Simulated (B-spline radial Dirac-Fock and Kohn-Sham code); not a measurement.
# Binding energies of Al at several levels of theory

System: atomic aluminum, 1s2 2s2 2p6 3s1 3p2 (an excited configuration).

The density-functional columns are spherical, spin-unpolarised Dirac-Kohn-Sham results without Breit or QED terms: −ε is minus the orbital energy of the initial state and ΔSCF the difference of two total energies. The reference in the last column comes from Dirac-Fock energy differences between relaxed states, corrected for Breit and QED terms. All numbers are from a B-spline atomic structure program, in eV; a selection of levels is shown. The Kohn-Sham columns are given as differences from the reference.

| level | LDA −ε − DF | LDA ΔSCF − DF | Dirac-Fock |
| --- | --- | --- | --- |
| L2 (2p1/2) | -10.8 | +2.2 | 82.61 |
| L3 (2p3/2) | -10.9 | +2.0 | 82.23 |
| M1 (3s) | -3.4 | +0.3 | 12.09 |
| M2,3 (3p) | -2.1 | +1.0 | 5.51 |

Values without a named source are computed, but for edge energies of neutral atoms, which are taken from tables.
